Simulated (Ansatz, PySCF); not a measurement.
Process, species as SMILES: F[Si](Cl)(Cl)Cl [trichloro(fluoro)silane] + 4 [H][H] (H2) → 3 Cl (HCl) + F (HF) + [SiH4] (SiH4)
Each molecule is optimised on its own at B3LYP-D3(BJ)/def2-TZVP (Ansatz, an electronic-structure program).
Geometry of the first species:
SMILES: F[Si](Cl)(Cl)Cl
```xyz
5

F     -0.0314     0.1450     1.8211
Si    -0.0042     0.0195     0.2456
Cl     1.8899    -0.4127    -0.3259
Cl    -0.6010     1.7864    -0.5439
Cl    -1.2687    -1.4665    -0.2965
```
Charge 0, spin multiplicity 1.

Property: energy of full hydrogenation (enthalpy at 298 K, with B3LYP-D3(BJ) rigid-rotor harmonic-oscillator terms from PySCF), in kcal/mol. Cores are frozen in the correlated levels unless marked. No spin-orbit coupling. No relativistic terms. Basis-set limits of correlation are two-point, X^-3; Hartree-Fock from the larger set.

CCSD(T)/CBS(cc-pV(T+d)Z,cc-pV(Q+d)Z) (Ansatz) gives 89.9 kcal/mol.

### Question
Another calculation gave 82.3 kcal/mol. Which level was it?
(A) wB97X-V/def2-TZVPD (Ansatz)
(B) B97M-V/def2-TZVPD (Ansatz)
(C) r2SCAN/def2-TZVPD (Ansatz)
(D) wB97X/def2-TZVPD (Ansatz)

### Answer
D, wB97X/def2-TZVPD (Ansatz). The others give 89.5 (B97M-V), 86.1 (wB97X-V), 93.0 (r2SCAN) kcal/mol.
